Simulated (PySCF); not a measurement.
PySCF input (M06-2X/def2-TZVPD):

```python
from pyscf import gto, scf, dft

mol = gto.M(
    atom='''
    N     1.15580847   -0.31373315   -0.31237443
    Si   -0.46273495    0.16813804    0.16347789
    H     1.16009568   -1.03632747   -1.03690724
    H    -1.09165965   -0.96420542    0.89488048
    H    -1.30705422    0.50029215   -1.01420996
    H    -0.37375183    1.34244013    1.05416726
    ''',
    basis='def2-tzvpd',
    charge=-1,
    spin=0,
    verbose=4,
)

mf = dft.RKS(mol, xc='m062x').density_fit(auxbasis='def2-universal-jkfit')
mf.grids.level = 4
mf.conv_tol = 1e-9
mf.max_cycle = 100
mf.max_memory = 1500
mf.kernel()
if not mf.converged:
    mf = mf.newton()
    mf.kernel(mf.make_rdm1())
mf.analyze()
```

Output:

```
PySCF version 2.14.0

[INPUT] verbose = 4
[INPUT] num. atoms = 6
[INPUT] num. electrons = 26
[INPUT] charge = -1
[INPUT] spin (= nelec alpha-beta = 2S) = 0
[INPUT] symmetry False subgroup None
[INPUT] Mole.unit = angstrom
[INPUT] Symbol           X                Y                Z      unit          X                Y                Z       unit  Magmom
[INPUT]  1 N      1.155808470000  -0.313733150000  -0.312374430000 AA    2.184161460753  -0.592869729697  -0.590302121017 Bohr   0.0
[INPUT]  2 Si    -0.462734950000   0.168138040000   0.163477890000 AA   -0.874442323764   0.317734846721   0.308928439522 Bohr   0.0
[INPUT]  3 H      1.160095680000  -1.036327470000  -1.036907240000 AA    2.192263113491  -1.958375093663  -1.959470700179 Bohr   0.0
[INPUT]  4 H     -1.091659650000  -0.964205420000   0.894880480000 AA   -2.062937759739  -1.822084171621   1.691079021419 Bohr   0.0
[INPUT]  5 H     -1.307054220000   0.500292150000  -1.014209960000 AA   -2.469974505757   0.945415145770  -1.916579057206 Bohr   0.0
[INPUT]  6 H     -0.373751830000   1.342440130000   1.054167260000 AA   -0.706288597255   2.536844184326   1.992087410883 Bohr   0.0

nuclear repulsion = 56.6681105826442
number of shells = 48
number of NR pGTOs = 165
number of NR cGTOs = 116
basis = def2-tzvpd
ecp = {}

******** <class 'pyscf.df.df_jk.DFRKS'> ********
method = DFRKS
initial guess = minao
damping factor = 0
level_shift factor = 0
DIIS = <class 'pyscf.scf.diis.CDIIS'>
diis_start_cycle = 1
diis_space = 8
diis_damp = 0
SCF conv_tol = 1e-09
SCF conv_tol_grad = None
SCF max_cycles = 100
direct_scf = False
XC library pyscf.dft.libxc version 7.1.2
    S. Lehtola, C. Steigemann, M. J. T. Oliveira, and M. A. L. Marques,  SoftwareX 7, 1–5 (2018)
XC functionals = m062x
    Y. Zhao and D. G. Truhlar,  Theor. Chem. Acc. 120, 215 (2008)
    Y. Zhao and D. G. Truhlar,  Theor. Chem. Acc. 120, 215 (2008)
radial grids:
    Treutler-Ahlrichs [JCP 102, 346 (1995); DOI:10.1063/1.469408] (M4) radial grids

becke partition: Becke, JCP 88, 2547 (1988); DOI:10.1063/1.454033
pruning grids: <function nwchem_prune>
grids dens level: 4
symmetrized grids: False
atomic radii adjust function: <function treutler_atomic_radii_adjust>
small_rho_cutoff = 0
Set gradient conv threshold to 3.16228e-05
Initial guess from minao.
tot grids = 119632
******** <class 'pyscf.df.df.DF'> ********
auxbasis = def2-universal-jkfit
init E= -346.353441041461
  HOMO = -0.270762837343881  LUMO = -0.00619493822043444  gap/eV = 7.19926
cycle= 1 E= -346.502783400121  delta_E= -0.149  |g|= 0.648  |ddm|=  1.7
  HOMO = 0.137882007567396  LUMO = 0.160568793940076  gap/eV = 0.61734
cycle= 2 E= -346.228833428681  delta_E= 0.274  |g|= 1.22  |ddm|= 3.47
  HOMO = -0.0263791003566993  LUMO = 0.16326638166101  gap/eV = 5.16052
cycle= 3 E= -346.620780957375  delta_E= -0.392  |g|= 0.0486  |ddm|= 3.11
  HOMO = -0.0290011544069841  LUMO = 0.166514003945025  gap/eV = 5.32024
cycle= 4 E= -346.621572822817  delta_E= -0.000792  |g|= 0.0152  |ddm|= 0.259
  HOMO = -0.0287847909619714  LUMO = 0.166843559540688  gap/eV = 5.32332
cycle= 5 E= -346.62165455722  delta_E= -8.17e-05  |g|= 0.00413  |ddm|= 0.0695
  HOMO = -0.0291958241942041  LUMO = 0.166428794801313  gap/eV = 5.32322
cycle= 6 E= -346.62166059589  delta_E= -6.04e-06  |g|= 0.000853  |ddm|= 0.0256
  HOMO = -0.0290430056544508  LUMO = 0.166290287055013  gap/eV = 5.31529
cycle= 7 E= -346.621661064933  delta_E= -4.69e-07  |g|= 0.000228  |ddm|= 0.0079
  HOMO = -0.0290094211120149  LUMO = 0.166268537116551  gap/eV = 5.31378
cycle= 8 E= -346.621661117626  delta_E= -5.27e-08  |g|= 5.82e-05  |ddm|= 0.00157
  HOMO = -0.029001232421848  LUMO = 0.166271445227885  gap/eV = 5.31364
cycle= 9 E= -346.621661120869  delta_E= -3.24e-09  |g|= 1.63e-05  |ddm|= 0.000219
  HOMO = -0.0290022703586601  LUMO = 0.166271259600549  gap/eV = 5.31366
cycle= 10 E= -346.62166112111  delta_E= -2.41e-10  |g|= 3.35e-06  |ddm|= 0.00011
  HOMO = -0.029001608816678  LUMO = 0.166271014840333  gap/eV = 5.31364
Extra cycle  E= -346.621661121118  delta_E= -7.39e-12  |g|= 1.55e-06  |ddm|= 1.81e-05
converged SCF energy = -346.621661121118
**** SCF Summaries ****
Total Energy =                        -346.621661121117654
Nuclear Repulsion Energy =              56.668110582644175
One-electron Energy =                 -596.791389807450287
Two-electron Energy =                  193.501618103688429
Two-electron Coulomb Energy =          222.963052475211668
DFT Exchange-Correlation Energy =      -29.461434371523229
HOMO-LUMO gap [eV] =                     5.313638741469124
**** MO energy ****
MO #1   energy= -66.7874707513532  occ= 2
MO #2   energy= -14.4413447713291  occ= 2
MO #3   energy= -5.32499425833287  occ= 2
MO #4   energy= -3.63632589620941  occ= 2
MO #5   energy= -3.63592948827442  occ= 2
MO #6   energy= -3.63418900079238  occ= 2
MO #7   energy= -0.611059179417651 occ= 2
MO #8   energy= -0.381034364986277 occ= 2
MO #9   energy= -0.225917215422064 occ= 2
MO #10  energy= -0.206787927236999 occ= 2
MO #11  energy= -0.189779599229885 occ= 2
MO #12  energy= -0.0693777872851982 occ= 2
MO #13  energy= -0.029001608816678 occ= 2
MO #14  energy= 0.166271014840333  occ= 0
MO #15  energy= 0.200027888725631  occ= 0
MO #16  energy= 0.229443292128429  occ= 0
MO #17  energy= 0.230768692679679  occ= 0
MO #18  energy= 0.241873893849416  occ= 0
MO #19  energy= 0.247157800387468  occ= 0
MO #20  energy= 0.251677181273564  occ= 0
MO #21  energy= 0.289214563245634  occ= 0
MO #22  energy= 0.300833552781099  occ= 0
MO #23  energy= 0.336515202513542  occ= 0
MO #24  energy= 0.3389294269125    occ= 0
MO #25  energy= 0.339821308350259  occ= 0
MO #26  energy= 0.362095235504411  occ= 0
MO #27  energy= 0.379657992226523  occ= 0
MO #28  energy= 0.393558994401142  occ= 0
MO #29  energy= 0.39638927996051   occ= 0
MO #30  energy= 0.418270800214864  occ= 0
MO #31  energy= 0.434213073662609  occ= 0
MO #32  energy= 0.457114082098624  occ= 0
MO #33  energy= 0.464456969064669  occ= 0
MO #34  energy= 0.48979258778948   occ= 0
MO #35  energy= 0.495347046203113  occ= 0
MO #36  energy= 0.501433549512901  occ= 0
MO #37  energy= 0.509732721058222  occ= 0
MO #38  energy= 0.531602426992183  occ= 0
MO #39  energy= 0.560593317596199  occ= 0
MO #40  energy= 0.579757116930523  occ= 0
MO #41  energy= 0.594549859580983  occ= 0
MO #42  energy= 0.61785831338909   occ= 0
MO #43  energy= 0.633327379537942  occ= 0
MO #44  energy= 0.649308711722777  occ= 0
MO #45  energy= 0.655340183039464  occ= 0
MO #46  energy= 0.689319856531511  occ= 0
MO #47  energy= 0.707915574183469  occ= 0
MO #48  energy= 0.752161558002946  occ= 0
MO #49  energy= 0.759433821443684  occ= 0
MO #50  energy= 0.793336236143801  occ= 0
MO #51  energy= 0.82929693874615   occ= 0
MO #52  energy= 0.881813909282238  occ= 0
MO #53  energy= 0.896074468918022  occ= 0
MO #54  energy= 0.915501678214677  occ= 0
MO #55  energy= 0.926078095422426  occ= 0
MO #56  energy= 0.933201015451474  occ= 0
MO #57  energy= 0.981723394392773  occ= 0
MO #58  energy= 1.05248537903613   occ= 0
MO #59  energy= 1.11621990037941   occ= 0
MO #60  energy= 1.25223418578822   occ= 0
MO #61  energy= 1.28252912487426   occ= 0
MO #62  energy= 1.29075949608471   occ= 0
MO #63  energy= 1.33334322280481   occ= 0
MO #64  energy= 1.37753501571335   occ= 0
MO #65  energy= 1.39945452638879   occ= 0
MO #66  energy= 1.40832717347377   occ= 0
MO #67  energy= 1.41865158232788   occ= 0
MO #68  energy= 1.44539885139147   occ= 0
MO #69  energy= 1.5443354693927    occ= 0
MO #70  energy= 1.58183548416072   occ= 0
MO #71  energy= 1.62035646043442   occ= 0
MO #72  energy= 1.6289787739379    occ= 0
MO #73  energy= 1.68980112954752   occ= 0
MO #74  energy= 1.75407460038712   occ= 0
MO #75  energy= 1.77339476692952   occ= 0
MO #76  energy= 1.85820990964655   occ= 0
MO #77  energy= 1.91185640890598   occ= 0
MO #78  energy= 1.92507829045413   occ= 0
MO #79  energy= 2.02189313333472   occ= 0
MO #80  energy= 2.10607697644247   occ= 0
MO #81  energy= 2.11959159958587   occ= 0
MO #82  energy= 2.16663976371627   occ= 0
MO #83  energy= 2.22823550682968   occ= 0
MO #84  energy= 2.24982336964674   occ= 0
MO #85  energy= 2.26935318819488   occ= 0
MO #86  energy= 2.35656732187446   occ= 0
MO #87  energy= 2.43350817586725   occ= 0
MO #88  energy= 2.52508114675299   occ= 0
MO #89  energy= 2.58364926145921   occ= 0
MO #90  energy= 2.61958050924571   occ= 0
MO #91  energy= 2.65190865723522   occ= 0
MO #92  energy= 2.74041384774617   occ= 0
MO #93  energy= 2.77746981645132   occ= 0
MO #94  energy= 3.04000822623535   occ= 0
MO #95  energy= 3.07294028149598   occ= 0
MO #96  energy= 3.15636857510091   occ= 0
MO #97  energy= 3.18347831084807   occ= 0
MO #98  energy= 3.21422974940401   occ= 0
MO #99  energy= 3.4955757225068    occ= 0
MO #100 energy= 4.26670122779544   occ= 0
MO #101 energy= 4.31958492817636   occ= 0
MO #102 energy= 4.41027076296258   occ= 0
MO #103 energy= 4.43256198938589   occ= 0
MO #104 energy= 4.56446400139803   occ= 0
MO #105 energy= 4.62605665744809   occ= 0
MO #106 energy= 5.01161694727363   occ= 0
MO #107 energy= 5.0301813125117    occ= 0
MO #108 energy= 5.12141709769131   occ= 0
MO #109 energy= 5.19438625371255   occ= 0
MO #110 energy= 5.33434678948887   occ= 0
MO #111 energy= 5.76631965786204   occ= 0
MO #112 energy= 6.60493206299068   occ= 0
MO #113 energy= 6.62531919816201   occ= 0
MO #114 energy= 6.92139763307755   occ= 0
MO #115 energy= 11.4774418775101   occ= 0
MO #116 energy= 32.3395569734796   occ= 0
 ** Mulliken pop on meta-lowdin orthogonal AOs  **
 ** Mulliken pop  **
pop of  0 N 1s            1.99997
pop of  0 N 2s            1.53656
pop of  0 N 3s            0.01309
pop of  0 N 4s            0.00331
pop of  0 N 5s            0.00124
pop of  0 N 6s            0.00022
pop of  0 N 2px           1.47366
pop of  0 N 2py           1.46471
pop of  0 N 2pz           1.47192
pop of  0 N 3px           0.01674
pop of  0 N 3py           0.02061
pop of  0 N 3pz           0.02075
pop of  0 N 4px           0.00157
pop of  0 N 4py           0.00148
pop of  0 N 4pz           0.00144
pop of  0 N 3dxy          0.00216
pop of  0 N 3dyz          0.00203
pop of  0 N 3dz^2         0.00122
pop of  0 N 3dxz          0.00205
pop of  0 N 3dx2-y2       0.00218
pop of  0 N 4dxy          0.00023
pop of  0 N 4dyz          0.00039
pop of  0 N 4dz^2         0.00042
pop of  0 N 4dxz          0.00017
pop of  0 N 4dx2-y2       0.00032
pop of  0 N 5dxy          0.00069
pop of  0 N 5dyz          0.00061
pop of  0 N 5dz^2         0.00047
pop of  0 N 5dxz          0.00075
pop of  0 N 5dx2-y2       0.00068
pop of  0 N 4f-3          0.00016
pop of  0 N 4f-2          0.00016
pop of  0 N 4f-1          0.00030
pop of  0 N 4f+0          0.00009
pop of  0 N 4f+1          0.00007
pop of  0 N 4f+2          0.00036
pop of  0 N 4f+3          0.00008
pop of  1 Si 1s           1.99999
pop of  1 Si 2s           1.99969
pop of  1 Si 3s           1.01861
pop of  1 Si 4s           0.00602
pop of  1 Si 5s           0.00175
pop of  1 Si 6s           0.00119
pop of  1 Si 2px          1.99993
pop of  1 Si 2py          1.99993
pop of  1 Si 2pz          1.99993
pop of  1 Si 3px          0.68392
pop of  1 Si 3py          0.82622
pop of  1 Si 3pz          0.82438
pop of  1 Si 4px          0.00754
pop of  1 Si 4py          0.00572
pop of  1 Si 4pz          0.00561
pop of  1 Si 5px          0.00106
pop of  1 Si 5py          0.00112
pop of  1 Si 5pz          0.00111
pop of  1 Si 6px          0.00007
pop of  1 Si 6py          0.00004
pop of  1 Si 6pz          0.00004
pop of  1 Si 3dxy         0.02347
pop of  1 Si 3dyz         0.00942
pop of  1 Si 3dz^2        0.00852
pop of  1 Si 3dxz         0.02521
pop of  1 Si 3dx2-y2      0.01308
pop of  1 Si 4dxy         0.00289
pop of  1 Si 4dyz         0.00126
pop of  1 Si 4dz^2        0.00201
pop of  1 Si 4dxz         0.00309
pop of  1 Si 4dx2-y2      0.00358
pop of  1 Si 5dxy         0.00432
pop of  1 Si 5dyz         0.00175
pop of  1 Si 5dz^2        0.00063
pop of  1 Si 5dxz         0.00558
pop of  1 Si 5dx2-y2      0.00277
pop of  1 Si 4f-3         0.00027
pop of  1 Si 4f-2         0.00095
pop of  1 Si 4f-1         0.00023
pop of  1 Si 4f+0         0.00021
pop of  1 Si 4f+1         0.00057
pop of  1 Si 4f+2         0.00076
pop of  1 Si 4f+3         0.00041
pop of  2 H 1s            0.83218
pop of  2 H 2s            0.00456
pop of  2 H 3s            0.00239
pop of  2 H 2px           0.00713
pop of  2 H 2py           0.00793
pop of  2 H 2pz           0.00779
pop of  2 H 3px           0.00419
pop of  2 H 3py           0.00739
pop of  2 H 3pz           0.00693
pop of  3 H 1s            1.19030
pop of  3 H 2s            0.00220
pop of  3 H 3s            0.00325
pop of  3 H 2px           0.00152
pop of  3 H 2py           0.00340
pop of  3 H 2pz           0.00061
pop of  3 H 3px           0.00374
pop of  3 H 3py           0.00080
pop of  3 H 3pz           0.00149
pop of  4 H 1s            1.18887
pop of  4 H 2s            0.00213
pop of  4 H 3s            0.00305
pop of  4 H 2px           0.00099
pop of  4 H 2py           0.00045
pop of  4 H 2pz           0.00331
pop of  4 H 3px           0.00360
pop of  4 H 3py           0.00082
pop of  4 H 3pz           0.00083
pop of  5 H 1s            1.15972
pop of  5 H 2s            0.00163
pop of  5 H 3s            0.00158
pop of  5 H 2px           0.00101
pop of  5 H 2py           0.00165
pop of  5 H 2pz           0.00101
pop of  5 H 3px           0.00094
pop of  5 H 3py           0.00167
pop of  5 H 3pz           0.00121
 ** Mulliken atomic charges  **
charge of    0N =     -1.04290
charge of    1Si =      0.50515
charge of    2H =      0.11950
charge of    3H =     -0.20730
charge of    4H =     -0.20405
charge of    5H =     -0.17041

WARN: System has nonzero charge -1; the dipole moment is origin-dependent.
Location of origin: [0. 0. 0.]

Dipole moment(X, Y, Z, Debye): -3.12686,  0.28947,  0.21047
```

This state (charge -1, singlet) is run at the relaxed geometry of the species with charge 0 and multiplicity 2.
